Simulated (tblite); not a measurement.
Compound: C9H9 (doublet state).
SMILES with atom numbers: `[CH2:1]=[CH:2][CH2:3][c:4]1[cH:5][cH:6][c:7][cH:8][cH:9]1` (hydrogens: H10, H11 on C1; H12 on C2; H13, H14 on C3; H15 on C5; H16 on C6; H17 on C8; H18 on C9)

A start from a force field or distance geometry was refined with GFN2-xTB geometry optimisation, gas phase in tblite 0.8.0. Values at the start:

```
 coordinate    start
      C1=C2  1.345 Å
     C1–H10  1.094 Å
     C1–H11  1.070 Å
      C2–C3  1.491 Å
     C2–H12  1.109 Å
      C3–C4  1.484 Å
     C3–H13  1.096 Å
      C4–C5  1.374 Å
      C5–C6  1.382 Å
     C5–H15  1.106 Å
      C6–C7  1.362 Å
     C6–H16  1.095 Å
   C1–C2–C3   118.4°
   C3–C4–C5   121.7°
   C3–C4–C9   118.3°
   C4–C5–C6   119.5°
   C4–C9–C8   120.7°
   C5–C4–C9   119.9°
   C5–C6–C7   120.7°
   C6–C7–C8   121.5°
C2–C3–C4–C5      89°
```

Q: How do these coordinates change at the GFN2-xTB level?

A: 
| coordinate | GFN2-xTB (Å or °) | change |
| --- | --- | --- |
| C2–H12 | 1.082 | -0.027 |
| C1=C2 | 1.319 | -0.026 |
| C5–H15 | 1.081 | -0.025 |
| C3–C4 | 1.509 | +0.025 |
| C1–H10 | 1.078 | -0.016 |
| C6–H16 | 1.080 | -0.015 |
| C4–C5 | 1.388 | +0.014 |
| C5–C6 | 1.393 | +0.011 |
| C2–C3 | 1.500 | +0.009 |
| C1–H11 | 1.077 | +0.007 |
| C3–H13 | 1.091 | -0.005 |
| C6–C7 | 1.363 | +0.001 |
| C1–C2–C3 | 124.4 | +6.0 |
| C5–C6–C7 | 117.4 | -3.3 |
| C6–C7–C8 | 124.6 | +3.1 |
| C3–C4–C9 | 120.6 | +2.3 |
| C3–C4–C5 | 119.8 | -1.9 |
| C4–C5–C6 | 120.5 | +1.0 |
| C5–C4–C9 | 119.6 | -0.3 |
| C4–C9–C8 | 120.5 | -0.2 |
| C2–C3–C4–C5 | 85 | -4 |

The energy falls by 0.186 eV over 41 L-BFGS steps, the largest force on an atom goes from 1.87 to 0.009 eV/Å, and the atoms move by 0.066 Å rms after alignment. Among the bonds, C1=C2 and C2–H12 change most and about equally (-0.027 to -0.026 Å). Bonds longer at the end by more than 0.005 Å: 5 of 18; shorter: 9. Rotational constants go from 4028, 1058, 918.5 to 3963, 1048, 912.5 MHz.

Its GFN2-xTB frequencies are all real (lowest 22 cm⁻¹).

Shape of the structure used: `[CH2:1]=[CH:2][CH2:3][c:4]1[cH:5][cH:6][c:7][cH:8][cH:9]1`: C1–C2–C3–C4 -120°, C2–C3–C4–C5 85°.

One conformer stands for the species.

The numbers are calculated, not measured.
